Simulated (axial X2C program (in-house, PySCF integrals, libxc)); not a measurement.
Spin–orbit effects down a group: molecules with Ru (ions), HF

Calculated with an in-house relativistic program for diatomic molecules, spin-free (one-electron X2C) or two-component (2c: spin–orbit coupling with atomic mean-field Coulomb and Gaunt terms, which also bring small scalar terms), in Dyall basis sets with cores contracted in-house; open shells are unrestricted.

Basis sets: H dyall-v3z, Li dyall-cv3z, Na dyall-cv3z, Ru dyall-cv3z.

```
molecule  spin-free state  Re (Å)  ωe (cm⁻¹)  De (eV)  2c state  Re 2c (Å)  ωe 2c (cm⁻¹)  De 2c (eV)
    RuH⁺   M_S = 2, Λ = 1   1.653     1834.5     0.95     Ω = 3      1.653        1832.9         n/a
   LiRu⁺   M_S = 2, Λ = 2   2.957      216.9     0.94     Ω = 4      2.958         216.8         n/a
   NaRu⁺   M_S = 2, Λ = 2   3.314      111.0     0.63     Ω = 4      3.314         110.9         n/a
```

Question: Work out the shifts from the spin-free to the two-component result.

Answer: 

```
molecule  2c state  ΔRe (Å)  Δωe (cm⁻¹)  ΔDe (eV)
    RuH⁺     Ω = 3    0.000        -1.6       n/a
   LiRu⁺     Ω = 4    0.001        -0.1       n/a
   NaRu⁺     Ω = 4    0.000        -0.1       n/a
```

Shifts of one unit in the last digit are rounding.

Fragments in 2c: Ru+ + H, Ru + Li+, Ru + Na+. Each entry is the lowest single determinant of a limited PBE0 search at one distance. De goes to single-determinant-based atoms at the same level (for ions the charge split of lowest energy) and is withheld (n/a) where an atom does not fit its ground term or J level. Main or longest-lived isotopes. One determinant is a doubtful description, or other states lie close, for RuH⁺, LiRu⁺, NaRu⁺; these need not be ground states, and all values refer to the states named. Some open-shell Ω = 0 determinants are out of reach, so the Ω given for RuH⁺, LiRu⁺, NaRu⁺ need not be the lowest component. With several unpaired electrons the Ω given is that of one determinant, not necessarily of the lowest component.
